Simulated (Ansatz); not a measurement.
Abridged output of a molecular run in Ansatz:

```
Functional definition: HF
1087 factors; integrals over basis functions are off by at most 1.1e-3 eV
mean field evaluation 1: about -85080.6175 eV, gradient 2.8e1 eV
mean field evaluation 2: about -85080.6631 eV, gradient 2.8e1 eV
mean field evaluation 4: about -85084.5101 eV, gradient 2.5e0 eV
mean field evaluation 8: about -85084.6313 eV, gradient 2.1e-1 eV
mean field evaluation 16: about -85084.6331 eV, gradient 2.0e-6 eV
mean field -85084.63306497 eV, -3126.8025927021 hartree, gradient 2.0e-6 eV, S^2 0.760662; 1 other end points of the search recorded, 0 dependent functions left out
19 core orbitals not correlated: weight in the atoms' cores, before any rotation towards them, 1.000 or more for the frozen orbitals, at most 0.000 for the correlated occupied ones
reference -85084.63306497 eV, -3126.8025927021 hartree; 22, 21 occupied and 64, 65 virtual orbitals, 1087 factors
second order -15.75156349 eV of doubles, -0.00000000 eV of singles
cycle   1  -15.95383574 eV  change   -2.0e-1 eV  update   1.1e-1
cycle   2  -16.39084704 eV  change   -4.4e-1 eV  update   3.7e-2
cycle   3  -16.53271578 eV  change   -1.4e-1 eV  update   2.4e-2
cycle   4  -16.52787512 eV  change    4.8e-3 eV  update   8.2e-3
cycle   5  -16.52362162 eV  change    4.3e-3 eV  update   4.5e-3
cycle   6  -16.52577368 eV  change   -2.2e-3 eV  update   1.9e-3
cycle   7  -16.52569124 eV  change    8.2e-5 eV  update   9.1e-4
cycle   8  -16.52588543 eV  change   -1.9e-4 eV  update   3.4e-4
cycle   9  -16.52604559 eV  change   -1.6e-4 eV  update   1.7e-4
cycle  10  -16.52595336 eV  change    9.2e-5 eV  update   6.4e-5
cycle  11  -16.52596659 eV  change   -1.3e-5 eV  update   3.2e-5
perturbative correction -0.41816280 eV, -0.0153671994 hartree
Total energy: -85101.57719436 eV, -3127.4252779718 hartree
Checks for a lower state left out: cluster_reference
```

Its atoms:

```xyz
7

Si    0.342   -0.820   -0.886
O     0.090    0.448    0.112
In   -0.944    0.851    1.768
Br   -0.774    3.189    2.639
H    -0.923   -1.262   -1.541
H     1.308   -0.412   -1.939
H     0.901   -1.993   -0.153
```

Task: Which basis set was used?
A. def2-QZVPP
B. cc-pV(T+d)Z
C. def2-SVP
D. cc-pV(Q+d)Z

Result: C. It gives 105 functions.

Task: Write the keys of the input that set method, charge and spin (a neutral closed shell needs none for the last two).

Result: 
```yaml
magnetization: {spin_polarized: true, initial_magnetization: 1}
correlation: {method: ccsd_t}
scf: {omitted_lower_state_checks: [cluster_reference]}
```
